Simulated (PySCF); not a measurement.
B(H)(Me)(PH2) (CH6BP), SMILES CBP. Atoms are numbered in the order given.

```xyz
9

B     -0.2437     0.0349    -0.7822
H     -0.6569    -0.6397    -1.6833
C     -0.1536     1.5803    -0.9491
H      0.5897     1.7863    -1.7313
H      0.1343     2.1378    -0.0564
H     -1.0926     1.9887    -1.3385
P      0.0825    -0.8495     0.8418
H      1.1978    -0.1530     1.3601
H      0.7296    -2.0337     0.4270
```
Charge 0, spin multiplicity 1.

Coordinates come from a PBE0-D3(BJ)/def2-TZVP optimisation. One conformer was computed; it need not be the lowest.

Method: B3LYP/pcJ-1 run with PySCF.

Isotropic couplings with Fermi-contact, spin-dipole and both spin-orbit terms, one fixed conformer, no vibrational averaging. Isotopes: 11B, 13C, 1H, 31P.

```json
[
 {"pair": "B1–H2", "bonds apart": "1", "J (Hz)": "136.6"},
 {"pair": "B1–C3", "bonds apart": "1", "J (Hz)": "?"},
 {"pair": "B1–P7", "bonds apart": "1", "J (Hz)": "?"},
 {"pair": "C3–H4", "bonds apart": "1", "J (Hz)": "?"},
 {"pair": "C3–H5", "bonds apart": "1", "J (Hz)": "?"},
 {"pair": "C3–H6", "bonds apart": "1", "J (Hz)": "?"},
 {"pair": "P7–H8", "bonds apart": "1", "J (Hz)": "244.3"},
 {"pair": "P7–H9", "bonds apart": "1", "J (Hz)": "256.5"},
 {"pair": "B1–H4", "bonds apart": "2", "J (Hz)": "-5.1"},
 {"pair": "B1–H5", "bonds apart": "2", "J (Hz)": "-5.8"},
 {"pair": "B1–H6", "bonds apart": "2", "J (Hz)": "-5.3"},
 {"pair": "B1–H8", "bonds apart": "2", "J (Hz)": "-2.4"},
 {"pair": "B1–H9", "bonds apart": "2", "J (Hz)": "-2.0"},
 {"pair": "H2–C3", "bonds apart": "2", "J (Hz)": "?"},
 {"pair": "H2–P7", "bonds apart": "2", "J (Hz)": "?"},
 {"pair": "C3–P7", "bonds apart": "2", "J (Hz)": "?"},
 {"pair": "H4–H5", "bonds apart": "2", "J (Hz)": "-14.5"},
 {"pair": "H4–H6", "bonds apart": "2", "J (Hz)": "-21.2"},
 {"pair": "H5–H6", "bonds apart": "2", "J (Hz)": "-11.2"},
 {"pair": "H8–H9", "bonds apart": "2", "J (Hz)": "-0.5"},
 {"pair": "H2–H4", "bonds apart": "3", "J (Hz)": "1.4"},
 {"pair": "H2–H5", "bonds apart": "3", "J (Hz)": "13.8"},
 {"pair": "H2–H6", "bonds apart": "3", "J (Hz)": "3.8"},
 {"pair": "H2–H8", "bonds apart": "3", "J (Hz)": "9.3"},
 {"pair": "H2–H9", "bonds apart": "3", "J (Hz)": "3.2"},
 {"pair": "C3–H8", "bonds apart": "3", "J (Hz)": "2.8"},
 {"pair": "C3–H9", "bonds apart": "3", "J (Hz)": "6.2"},
 {"pair": "H4–P7", "bonds apart": "3", "J (Hz)": "44.5"},
 {"pair": "H5–P7", "bonds apart": "3", "J (Hz)": "18.2"},
 {"pair": "H6–P7", "bonds apart": "3", "J (Hz)": "3.9"},
 {"pair": "H4–H8", "bonds apart": "4", "J (Hz)": "1.3"},
 {"pair": "H4–H9", "bonds apart": "4", "J (Hz)": "6.4"},
 {"pair": "H5–H9", "bonds apart": "4", "J (Hz)": "-0.3"},
 {"pair": "H6–H8", "bonds apart": "4", "J (Hz)": "2.7"},
 {"pair": "H6–H9", "bonds apart": "4", "J (Hz)": "-1.4"}
]
```

Problem. What belongs in the gaps? (An estimate is asked for; the answer gives what the named calculation found.)

Solution. 
- B1–C3, J (Hz): 52.6
- B1–P7, J (Hz): 48.8
- C3–H4, J (Hz): 117.8
- C3–H5, J (Hz): 132.9
- C3–H6, J (Hz): 124.5
- H2–C3, J (Hz): 3.8
- H2–P7, J (Hz): 20.8
- C3–P7, J (Hz): 1.5
